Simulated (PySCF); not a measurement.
Potential energy of AsI along the bond

Set-up: PySCF, spin-free X2C with a Gaussian nucleus, basis sets As x2c-TZVPPall, I x2c-TZVPPall. Energies in eV from As + I in their ground configurations at the same level. State: ³Σ⁻ (triplet), unpaired electrons π ↑↑.

All columns are PBE0. A positive dipole means As(−)I(+).

```json
{"R (Å)": "2.148", "E (eV)": "-1.333", "μ (D)": "0.68", "Mulliken charge on As (basis-dependent)": "-0.12", "HOMO (eV)": "-5.88", "LUMO (eV)": "-2.56", "Mayer bond order": "1.65", "⟨S²⟩": "2.01"}
{"R (Å)": "2.248", "E (eV)": "-1.971", "μ (D)": "0.32", "Mulliken charge on As (basis-dependent)": "-0.05", "HOMO (eV)": "-6.08", "LUMO (eV)": "-2.70", "Mayer bond order": "1.56", "⟨S²⟩": "2.01"}
{"R (Å)": "2.348", "E (eV)": "-2.308", "μ (D)": "-0.07", "Mulliken charge on As (basis-dependent)": "0.02", "HOMO (eV)": "-6.27", "LUMO (eV)": "-2.83", "Mayer bond order": "1.48", "⟨S²⟩": "2.01"}
{"R (Å)": "2.423", "E (eV)": "-2.421", "μ (D)": "-0.36", "Mulliken charge on As (basis-dependent)": "0.06", "HOMO (eV)": "-6.41", "LUMO (eV)": "-2.93", "Mayer bond order": "1.42", "⟨S²⟩": "2.01"}
{"R (Å)": "2.498", "E (eV)": "-2.448", "μ (D)": "-0.66", "Mulliken charge on As (basis-dependent)": "0.10", "HOMO (eV)": "-6.54", "LUMO (eV)": "-3.01", "Mayer bond order": "1.36", "⟨S²⟩": "2.01"}
{"R (Å)": "2.573", "E (eV)": "-2.410", "μ (D)": "-0.95", "Mulliken charge on As (basis-dependent)": "0.13", "HOMO (eV)": "-6.66", "LUMO (eV)": "-3.10", "Mayer bond order": "1.31", "⟨S²⟩": "2.01"}
{"R (Å)": "2.673", "E (eV)": "-2.289", "μ (D)": "-1.33", "Mulliken charge on As (basis-dependent)": "0.16", "HOMO (eV)": "-6.80", "LUMO (eV)": "-3.20", "Mayer bond order": "1.24", "⟨S²⟩": "2.01"}
{"R (Å)": "2.798", "E (eV)": "-2.065", "μ (D)": "-1.77", "Mulliken charge on As (basis-dependent)": "0.19", "HOMO (eV)": "-6.95", "LUMO (eV)": "-3.32", "Mayer bond order": "1.17", "⟨S²⟩": "2.01"}
{"R (Å)": "2.948", "E (eV)": "-1.742", "μ (D)": "-2.26", "Mulliken charge on As (basis-dependent)": "0.21", "HOMO (eV)": "-7.06", "LUMO (eV)": "-3.61", "Mayer bond order": "1.10", "⟨S²⟩": "2.03"}
{"R (Å)": "3.147", "E (eV)": "-1.297", "μ (D)": "-2.75", "Mulliken charge on As (basis-dependent)": "0.22", "HOMO (eV)": "-7.12", "LUMO (eV)": "-4.16", "Mayer bond order": "0.98", "⟨S²⟩": "2.09"}
```

A fit through these points gives, at Re = 2.488 Å, μ = -0.62 D and dμ/dR = -3.92 D/Å; the reduced mass is 47.11 u.

Q: How strong is the fundamental in the double-harmonic approximation, I = 42.26·(dμ/dR)²/μred km/mol?

A: I = 42.26·(-3.92)²/47.11 = 13.8 km/mol at PBE0.

These are scalar-relativistic numbers at best; spin–orbit coupling would shift them, the dissociation energy most. The state is the lowest determinant that a PBE0 search found; another state may lie lower at other levels.
